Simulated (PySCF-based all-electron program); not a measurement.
The numbers below are computed, except where a source is named.
# Forces on MoH₂S₂, singlet in several shapes

Method: all-electron DFT (in-house code on PySCF), basis-limit composite values; Koelling–Harmon scalar relativity, no spin–orbit coupling, spin-restricted. Forces are good to about 0.008 eV/Å. In part, a faulty basis table may shift these forces by a few meV per angstrom. Atoms are numbered as listed.

Shape A:

```xyz
5

Mo    0.0000    0.0000    0.0000
S     1.1904    0.0000    1.7288
S     1.1904    0.0000   -1.7288
H    -0.7799    1.5240    0.0000
H    -0.7799   -1.5240    0.0000
```

PBE forces:

| atom | Fx | Fy | Fz (eV/Å) |
| --- | --- | --- | --- |
| Mo1 | 0.049 | 0.000 | 0.000 |
| S2 | -0.012 | 0.000 | -0.021 |
| S3 | -0.012 | 0.000 | 0.021 |
| H4 | -0.013 | 0.004 | 0.000 |
| H5 | -0.013 | -0.004 | 0.000 |

Question: What forces does r2SCAN give in shape A?

Answer: The forces move by 0.261 eV/Å (r.m.s. over the atoms) from PBE.

```
atom      Fx      Fy  Fz (eV/Å)
 Mo1   0.356   0.000      0.000
  S2  -0.204   0.000     -0.288
  S3  -0.204   0.000      0.288
  H4   0.026  -0.114      0.000
  H5   0.026   0.114      0.000
```

Shape B:

```xyz
5

Mo    0.0000    0.0000    0.0000
S     1.0714    0.0000    1.5559
S     1.1904    0.0000   -1.7288
H    -0.7799    1.5240    0.0000
H    -0.7799   -1.5240    0.0000
```

Against shape A, Mo1–S2 goes from 2.099 to 1.889 Å.

PBE forces:

```tsv
atom	Fx	Fy	Fz (eV/Å)
Mo1	-5.546	0.000	-7.407
S2	5.205	0.000	7.465
S3	0.340	0.000	-0.270
H4	0.001	0.113	0.106
H5	0.001	-0.113	0.106
```

Question: What forces does r2SCAN give in shape B?

Answer: The forces move by 0.206 eV/Å (r.m.s. over the atoms) from PBE.

| atom | Fx | Fy | Fz (eV/Å) |
| --- | --- | --- | --- |
| Mo1 | -5.331 | 0.000 | -7.495 |
| S2 | 5.083 | 0.000 | 7.300 |
| S3 | 0.170 | 0.000 | -0.027 |
| H4 | 0.039 | 0.001 | 0.111 |
| H5 | 0.039 | -0.001 | 0.111 |
